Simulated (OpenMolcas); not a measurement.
## Mn+, Tc+, Re+: d⁵ s down the group

- Program: OpenMolcas 26.06
- Method: SS-CASPT2, IPEA 0.25 Eh, imaginary shift 0.1 Eh
- Basis: ANO-RCC-VQZP
- Scalar Hamiltonian: DKH2, point nucleus
- Spin-orbit coupling: RASSI with atomic mean-field integrals over the reference wave functions, term energies averaged over their components

Active space for each ion: 6 electrons in 6 orbitals (d s); closed shells correlated by CASPT2: Mn+ 3s 3p; Tc+ 4s 4p; Re+ 5s 5p.

Computed levels in cm-1 above ⁷S₃:

| Level | Mn+ | Tc+ | Re+ |
| --- | --- | --- | --- |
| ⁵S₂ | 8790 | 12030 | 18380 |
| ⁵G₄ | 29030 | 21990 | 21860 |
| ⁵G₅ | 29030 | 22070 | 22560 |
| ⁵G₃ | 29030 | 21910 | 21010 |
| ⁵G₂ | 29030 | 21850 | 20430 |
| ⁵G₆ | 29030 | 22120 | 22810 |
| ⁵D₄ | 34250 | 25640 | 16490 |
| ⁵D₀ | 34250 | 25810 | 16660 |
| ⁵D₁ | 34290 | 26270 | 16650 |
| weight of ⁷S in the lowest level (%) | 100 | 99 | 94 |

Mixed levels, with the weight of the term that names them: Tc+ ⁵D₄ (53 %), Tc+ ⁵D₁ (66 %), Re+ ⁵S₂ (59 %), Re+ ⁵G₃ (73 %).

Measured, with the error of the calculation in %. Measured levels: Mn+, Re+ from NIST Handbook of Basic Atomic Spectroscopic Data.

| Level | Mn+ | Re+ |
| --- | --- | --- |
| ⁵S₂ | 9473 (-7.2) | 17224 (+6.7) |
| ⁵G₄ | 27584 (+5.2) | 20463 (+6.8) |
| ⁵G₅ | 27571 (+5.3) | 20976 (+7.6) |
| ⁵G₃ | 27588 (+5.2) | 19140 (+9.8) |
| ⁵G₂ | 27589 (+5.2) | 18846 (+8.4) |
| ⁵G₆ | 27547 (+5.4) | 20782 (+9.8) |

Without spin-orbit coupling ⁵S lies 8780, 12140, 17880 cm-1 above ⁷S in that order; the difference to the level ⁵S₂, of either sign, comes from spin-orbit coupling, which also lowers the zero.

CASPT2 does not keep the components of a term degenerate, so their means are used; among the terms shown or strongly mixed into the levels shown the widest spread is 470 cm-1 (4d⁶ ¹G, Tc+). Over all roots computed the reference weight is 0.87 to 0.92 in Tc+; the roots of lowest weight are the least certain, and an intruder state may touch them. Terms from blocks run as CI alone lack orbitals of their own. No level of 3d⁶ was computed, though it lies in the active space (holds for Mn+). Configurations are named by rounded mean occupations; where the s occupation lies near a half they are strongly mixed, a name can repeat and a true partner stay unpaired (holds for Tc+). The CASPT2 spread within a term exceeds the gap to the next term for 4d⁶ ¹G and 4d⁵ 5s ⁵P, so the order of their levels is uncertain (holds for Tc+). Computed and measured levels are paired by configuration, term and J; levels that our copy of the source lacks, or whose pairing is in doubt (as where it misses far off the trend of its configuration), stay unpaired and out of the deviations. Levels of configurations outside the active space are missing.
